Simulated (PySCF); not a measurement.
C3H5O2 (SMILES CCO[C]=O), doublet, geometry from GFN2-xTB; BHANDHLYP/6-31G** (PySCF).

PySCF was given this input:
```python
from pyscf import gto, scf, dft

mol = gto.Mole()
mol.atom = '''
    C    -1.800248   -0.162872    0.126848
    C    -0.524674   -0.782183    0.658867
    O     0.535362    0.242282    0.785585
    C     1.190524    0.622180   -0.237448
    O     1.208641    0.346411   -1.402776
    H    -1.636326    0.239018   -0.870701
    H    -2.132824    0.640242    0.780131
    H    -2.578090   -0.920513    0.074137
    H    -0.645380   -1.166720    1.671533
    H    -0.153022   -1.564319   -0.007173
'''
mol.basis = '6-31g**'
mol.charge = 0
mol.spin = 1
mol.verbose = 4
mol.build()

mf = dft.UKS(mol)
mf.xc = 'bhandhlyp'
mf.kernel()
```

The log (banner, timings and long lists left out):

```
PySCF version 2.14.0

[INPUT] verbose = 4
[INPUT] num. atoms = 10
[INPUT] num. electrons = 39
[INPUT] charge = 0
[INPUT] spin (= nelec alpha-beta = 2S) = 1
[INPUT] symmetry False subgroup None
[INPUT] Mole.unit = angstrom
[INPUT] Symbol           X                Y                Z      unit          X                Y                Z       unit  Magmom
[INPUT]  1 C     -1.800248000000  -0.162872000000   0.126848000000 AA   -3.401975676296  -0.307783473360   0.239707979449 Bohr   0.0
[INPUT]  2 C     -0.524674000000  -0.782183000000   0.658867000000 AA   -0.991490164680  -1.478111649291   1.245078182514 Bohr   0.0
[INPUT]  3 O      0.535362000000   0.242282000000   0.785585000000 AA    1.011687557499   0.457846624912   1.484540497566 Bohr   0.0
[INPUT]  4 C      1.190524000000   0.622180000000  -0.237448000000 AA    2.249764304722   1.175749800182  -0.448711688826 Bohr   0.0
[INPUT]  5 O      1.208641000000   0.346411000000  -1.402776000000 AA    2.284000472920   0.654621916537  -2.650862454113 Bohr   0.0
[INPUT]  6 H     -1.636326000000   0.239018000000  -0.870701000000 AA   -3.092207990505   0.451678558841  -1.645386426385 Bohr   0.0
[INPUT]  7 H     -2.132824000000   0.640242000000   0.780131000000 AA   -4.030453231899   1.209882033444   1.474233931283 Bohr   0.0
[INPUT]  8 H     -2.578090000000  -0.920513000000   0.074137000000 AA   -4.871884024480  -1.739517464102   0.140098625697 Bohr   0.0
[INPUT]  9 H     -0.645380000000  -1.166720000000   1.671533000000 AA   -1.219591446272  -2.204781264053   3.158739578173 Bohr   0.0
[INPUT] 10 H     -0.153022000000  -1.564319000000  -0.007173000000 AA   -0.289169671033  -2.956134481453  -0.013555005492 Bohr   0.0

nuclear repulsion = 170.1789378281
number of shells = 45
number of NR pGTOs = 170
number of NR cGTOs = 95
basis = 6-31g**
ecp = {}

******** <class 'pyscf.dft.uks.UKS'> ********
method = UKS
initial guess = minao
damping factor = 0
level_shift factor = 0
DIIS = <class 'pyscf.scf.diis.CDIIS'>
diis_start_cycle = 1
diis_space = 8
diis_damp = 0
SCF conv_tol = 1e-09
SCF conv_tol_grad = None
SCF max_cycles = 50
direct_scf = True
direct_scf_tol = 1e-13
number electrons alpha = 20  beta = 19
XC library pyscf.dft.libxc version 7.1.2
    S. Lehtola, C. Steigemann, M. J. T. Oliveira, and M. A. L. Marques,  SoftwareX 7, 1–5 (2018)
XC functionals = bhandhlyp
    A. D. Becke,  J. Chem. Phys. 98, 1372 (1993)
    Defined through Gaussian implementation.
radial grids:
    Treutler-Ahlrichs [JCP 102, 346 (1995); DOI:10.1063/1.469408] (M4) radial grids

becke partition: Becke, JCP 88, 2547 (1988); DOI:10.1063/1.454033
pruning grids: <function nwchem_prune>
grids dens level: 3
symmetrized grids: False
atomic radii adjust function: <function treutler_atomic_radii_adjust>
small_rho_cutoff = 0
Set gradient conv threshold to 3.16228e-05
tot grids = 119560
init E= -268.228765070195

cycle= 1 E= -267.443059384542  delta_E= 0.786  |g|= 0.545  |ddm|= 2.23
cycle= 2 E= -267.333515075467  delta_E= 0.11  |g|= 0.786  |ddm|= 0.828
cycle= 3 E= -267.561962268972  delta_E= -0.228  |g|= 0.105  |ddm|= 0.534
cycle= 4 E= -267.56579946887  delta_E= -0.00384  |g|= 0.0455  |ddm|= 0.101
cycle= 5 E= -267.566643804258  delta_E= -0.000844  |g|= 0.00761  |ddm|= 0.0458
cycle= 6 E= -267.566682923991  delta_E= -3.91e-05  |g|= 0.00302  |ddm|= 0.0132
cycle= 7 E= -267.566690208919  delta_E= -7.28e-06  |g|= 0.000891  |ddm|= 0.00627
cycle= 8 E= -267.566691167276  delta_E= -9.58e-07  |g|= 0.000275  |ddm|= 0.00243
cycle= 9 E= -267.566691292374  delta_E= -1.25e-07  |g|= 0.000145  |ddm|= 0.000563
cycle= 10 E= -267.566691323871  delta_E= -3.15e-08  |g|= 7.9e-05  |ddm|= 0.000254
cycle= 11 E= -267.566691337163  delta_E= -1.33e-08  |g|= 3.25e-05  |ddm|= 0.000193
cycle= 12 E= -267.566691340022  delta_E= -2.86e-09  |g|= 1.59e-05  |ddm|= 0.000104
cycle= 13 E= -267.56669134048  delta_E= -4.59e-10  |g|= 1.29e-05  |ddm|= 3.63e-05
Extra cycle  E= -267.566691340509  delta_E= -2.89e-11  |g|= 1.74e-05  |ddm|= 2.17e-05
converged SCF energy = -267.566691340509  <S^2> = 0.75480803  2S+1 = 2.0048023
```
